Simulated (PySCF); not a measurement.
**Nonlinear optical response: 4-ethylphenylboronic acid, C8H11BO2**

Cartesian coordinates in Å; atom numbers follow the order of the lines, from 1:
```xyz
22

C     3.3089    0.9199   -0.7248
C     2.6576   -0.2031    0.0791
C     1.1549   -0.1687    0.0069
C     0.4782   -0.7044   -1.0967
C    -0.9073   -0.6343   -1.1899
C    -1.6760   -0.0275   -0.1838
B    -3.2376    0.0291   -0.3197
O    -4.0658    0.5241    0.6475
O    -3.8052   -0.4427   -1.4621
C    -0.9909    0.5068    0.9160
C     0.3964    0.4399    1.0126
H     2.9926    1.9062   -0.3520
H     4.4068    0.8683   -0.6647
H     3.0239    0.8635   -1.7866
H     3.0178   -1.1771   -0.2911
H     2.9741   -0.1345    1.1322
H     1.0520   -1.1885   -1.8927
H    -1.4179   -1.0599   -2.0572
H    -3.5995    0.8170    1.4348
H    -4.7649   -0.3656   -1.4331
H    -1.5404    0.9950    1.7292
H     0.9032    0.8644    1.8840
```

Computed with PySCF 2.14.0, quadratic response CAM-B3LYP/def2-SVPD first hyperpolarisability, Taylor convention, gas phase. Geometry: PBE0-D3(BJ)/def2-SVP.

Task: Give β for the processes computed.

Result: In au, Taylor convention; the vector part is βᵢ = ⅓ Σⱼ (βᵢⱼⱼ + βⱼᵢⱼ + βⱼⱼᵢ); β∥ is 3/5 of the vector part along the dipole, the dipole points from − to +:
```tsv
process	λ (nm)	β vector norm	β∥	β HRS	depolarisation ratio
static β(0;0,0)	∞	208.2	70.8	105.0	3.12
second harmonic β(−2ω;ω,ω)	1907	224.7	77.1	112.1	3.19
Pockels β(−ω;ω,0)	1907	213.5	72.8	–	–
second harmonic β(−2ω;ω,ω)	1064	268.8	94.1	131.1	3.36
Pockels β(−ω;ω,0)	1064	225.9	77.6	–	–
```

Task: Which lowest excitations, dipole and polarisabilities go with it?

Result: S1 5.22 eV (f = 0.004); S2 5.70 eV (f = 0.214); S3 6.60 eV (f = 0.009); dipole 1.56 D; isotropic α 115.7 au static, 116.1 au at 1907 nm, 117.0 au at 1064 nm, 117.4 au at 953.5 nm, 121.5 au at 532 nm.
